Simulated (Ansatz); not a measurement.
Consider the formal exchange of groups at a Ge–C bond: `[BH2][GeH2][CH3]` + `COC(O)S` → `[BH2][GeH2][O]C` + `CC(O)S`.

Program: Ansatz. Geometries: PBE0-D4/def2-TZVP. ΔE: electronic, gas phase. CCSD(T)/CBS is the MP2 limit (def2-TZVPP, def2-QZVPP) plus CCSD(T) − MP2 in def2-TZVPP, frozen cores. DFT in def2-TZVPP. B3LYP here is the variant with VWN-RPA as its local correlation; programs differ in this. For Ge outer-core shells are correlated without core-valence functions, which leaves a few kJ/mol of doubt a bond. Scalar relativity is left out up to krypton. One conformer a species, not always the lowest.

`[BH2][GeH2][CH3]`:

Cartesian coordinates in Å:
```
B 1.304 0.117 1.392
Ge -0.231 0.652 0.129
C -0.750 -0.717 -1.173
H 1.810 -0.966 1.360
H 1.713 0.901 2.196
H 0.161 1.945 -0.623
H -1.462 1.021 0.991
H 0.096 -0.965 -1.816
H -1.571 -0.364 -1.798
H -1.069 -1.624 -0.658
```

`COC(O)S`:

```xyz
11

C    -0.161    1.400    0.835
O    -0.567    0.593   -0.254
C    -0.119   -0.702   -0.167
O     1.274   -0.696   -0.271
S    -0.917   -1.711   -1.449
H    -0.481    0.957    1.787
H    -0.652    2.364    0.708
H     0.923    1.538    0.849
H    -0.435   -1.161    0.786
H     1.572   -1.606   -0.358
H    -0.436   -0.976   -2.466
```

`[BH2][GeH2][O]C`:

```xyz
11

B     0.639   -0.282   -2.371
Ge   -0.310   -0.487   -0.566
O     0.453    0.628    0.603
C    -0.050    0.651    1.914
H     1.544    0.482   -2.509
H     0.284   -0.937   -3.303
H    -1.818   -0.139   -0.630
H    -0.204   -1.920    0.015
H    -1.108    0.945    1.947
H     0.046   -0.324    2.412
H     0.524    1.383    2.489
```

`CC(O)S`:

Cartesian coordinates in Å:
```
C -0.421 0.632 -0.654
C 0.196 -0.573 0.024
O -0.503 -0.930 1.195
S 1.935 -0.332 0.442
H 0.128 0.893 -1.560
H -1.459 0.422 -0.932
H -0.414 1.490 0.022
H 0.229 -1.418 -0.678
H -1.440 -0.973 0.979
H 1.750 0.788 1.162
```

Question: Is it downhill or uphill in electronic energy at CCSD(T)/CBS, and by how much? (Estimate.)

Answer: Computed: Downhill: ΔE = -10.4 kcal/mol.

Question: What do these levels give: PBE-D4, r2SCAN-D4, PBE0-D4, B3LYP-D4, ωB97X-V, ωB97M-V, PBE, r2SCAN, PBE0, MP2/def2-TZVPP, SCS-MP2/def2-TZVPP, MP2/def2-QZVPP? (Best estimate.)

Answer: Computed: PBE-D4 -8.2, r2SCAN-D4 -8.8, PBE0-D4 -8.6, B3LYP-D4 -10.1, ωB97X-V -9.8, ωB97M-V -9.5, PBE -8.2, r2SCAN -8.9, PBE0 -8.5, MP2/def2-TZVPP -10.7, SCS-MP2/def2-TZVPP -11.4, MP2/def2-QZVPP -11.1 kcal/mol.

Largest T1 diagnostic among the species: 0.012.

In def2-TZVPP, CCSD(T) changes the Hartree–Fock value by +1.9 kcal/mol (the triples alone add +0.4 kcal/mol) and MP2 by +1.1 kcal/mol.
